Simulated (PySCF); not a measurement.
# Basis-set dependence of population analyses: `CCC([SiH3])([SiH3])[SiH3]`

C₃H₁₄Si₃.
Cartesian coordinates in Å at the PBE0-D3(BJ)/def2-SVP level; atoms count from 1:
```
atom  x, y, z in Å
C1    -2.2954   -0.1145   -0.6252
C2    -0.9196   -0.7221   -0.8633
C3     0.2451   -0.0914   -0.0520
Si4    0.4937    1.7406   -0.4721
Si5    1.8379   -1.0078   -0.5186
Si6   -0.0040   -0.2892    1.8171
H7    -2.3231    0.9552   -0.8864
H8    -2.6068   -0.2025    0.4277
H9    -3.0545   -0.6235   -1.2377
H10   -0.6828   -0.6540   -1.9408
H11   -0.9657   -1.8038   -0.6403
H12   -0.5886    2.6056    0.0916
H13    1.7977    2.2181    0.0826
H14    0.5073    1.9086   -1.9599
H15    2.0752   -0.8801   -1.9914
H16    1.6939   -2.4618   -0.1909
H17    3.0207   -0.4615    0.2119
H18   -0.3844   -1.7059    2.1172
H19   -1.0756    0.6102    2.3464
H20    1.2649    0.0360    2.5382
```

PBE0 throughout (PySCF), one geometry, spherical d and f functions. Geometry: PBE0-D3(BJ)/def2-SVP; no solvent, vibrations or thermal averaging. Atoms taken as equivalent share a column and are averaged.

Mulliken charges (e):

```csv
basis,functions,C1,C2,C3,Si4/Si5/Si6,H7/H8/H9,H10/H11,H12 (×9)
STO-3G,56,-0.237,-0.147,-0.422,+0.514,+0.076,+0.068,-0.122
6-31G,94,-0.508,-0.255,-0.964,+0.567,+0.180,+0.181,-0.097
pcSseg-0,94,-0.627,-0.410,-1.547,+0.522,+0.243,+0.255,-0.025
6-31G*,124,-0.544,-0.329,-0.599,+0.333,+0.192,+0.188,-0.053
def2-SVP,166,-0.068,-0.029,-0.831,+0.364,+0.056,+0.055,-0.049
cc-pVDZ,166,-0.081,-0.052,-0.505,+0.212,+0.056,+0.050,-0.030
"6-311+G(2d,p)",270,-0.621,-0.162,-0.657,+0.353,+0.156,+0.164,-0.046
aug-cc-pVDZ,276,+0.530,+0.804,-0.110,-1.541,-0.151,-0.312,+0.497
def2-TZVP,288,-0.390,-0.223,-0.163,+0.079,+0.135,+0.123,-0.012
```

IAO charges (e):

```tsv
basis	functions	C1	C2	C3	Si4/Si5/Si6	H7/H8/H9	H10/H11	H12 (×9)
STO-3G	56	-0.389	-0.250	-0.690	+0.588	+0.129	+0.121	-0.118
6-31G	94	-0.426	-0.241	-0.656	+0.422	+0.145	+0.136	-0.072
pcSseg-0	94	-0.417	-0.240	-0.704	+0.422	+0.143	+0.136	-0.067
6-31G*	124	-0.406	-0.232	-0.730	+0.545	+0.139	+0.131	-0.105
def2-SVP	166	-0.396	-0.229	-0.735	+0.559	+0.135	+0.128	-0.109
cc-pVDZ	166	-0.406	-0.235	-0.719	+0.537	+0.139	+0.131	-0.103
6-311+G(2d,p)	270	-0.419	-0.242	-0.747	+0.569	+0.143	+0.135	-0.111
aug-cc-pVDZ	276	-0.417	-0.240	-0.720	+0.538	+0.142	+0.133	-0.103
def2-TZVP	288	-0.419	-0.241	-0.757	+0.580	+0.143	+0.134	-0.113
```

Hirshfeld charges (e):

```
        basis  functions      C1      C2      C3  Si4/Si5/Si6  H7/H8/H9  H10/H11  H12 (×9)
       STO-3G         56  -0.048  -0.018  -0.182       +0.328    +0.012   +0.004    -0.087
        6-31G         94  -0.095  -0.042  -0.217       +0.267    +0.038   +0.035    -0.070
     pcSseg-0         94  -0.101  -0.051  -0.198       +0.284    +0.034   +0.025    -0.072
       6-31G*        124  -0.094  -0.040  -0.218       +0.269    +0.039   +0.037    -0.072
     def2-SVP        166  -0.110  -0.056  -0.214       +0.292    +0.040   +0.035    -0.076
      cc-pVDZ        166  -0.106  -0.053  -0.214       +0.285    +0.040   +0.036    -0.075
6-311+G(2d,p)        270  -0.113  -0.071  -0.239       +0.291    +0.042   +0.040    -0.073
  aug-cc-pVDZ        276  -0.120  -0.074  -0.237       +0.289    +0.044   +0.041    -0.072
    def2-TZVP        288  -0.115  -0.067  -0.232       +0.287    +0.043   +0.040    -0.073
```

Some averages cover members that differ in this geometry, most widely: Si4/Si5/Si6, Mulliken in aug-cc-pVDZ -1.583 to -1.460; Si4/Si5/Si6, Mulliken in 6-311+G(2d,p) +0.335 to +0.388; H12 (×9), Mulliken in aug-cc-pVDZ +0.468 to +0.515; Si4/Si5/Si6, Mulliken in def2-TZVP +0.069 to +0.099 e.

Task: Which scheme is steadiest as the basis changes?

Result: Largest range over the bases for any column: Hirshfeld 0.07 e, IAO 0.17 e, Mulliken 2.11 e. Hirshfeld charges move least and Mulliken charges most, counted in e. Without the minimal STO-3G basis the ranges are Hirshfeld 0.04, IAO 0.16, Mulliken 2.11 e.

Task: How much do the charges still move between the two largest bases, aug-cc-pVDZ and def2-TZVP?

Result: At most, over all atoms: Mulliken 1.652 e, IAO 0.042 e, Hirshfeld 0.006 e.

Task: What do the same runs give for the total energy, the frontier levels and the dipole moment?

Result: 
```tsv
basis	energy (Eh)	HOMO (eV)	LUMO (eV)	μ (D)
STO-3G	-979.2625	-6.09	7.50	0.20
6-31G	-990.4986	-8.20	0.58	0.90
pcSseg-0	-989.3772	-8.54	0.31	0.90
6-31G*	-990.6233	-8.21	0.48	1.01
def2-SVP	-990.3265	-8.31	0.40	1.03
cc-pVDZ	-990.6764	-8.23	0.43	1.04
6-311+G(2d,p)	-990.7436	-8.31	-0.09	1.02
aug-cc-pVDZ	-990.6871	-8.27	-0.20	1.01
def2-TZVP	-990.7546	-8.29	0.09	1.05
```

The dipole is fixed by the density alone, so its range of 0.85 D shows that the density itself changes with the basis, not only its division among atoms.
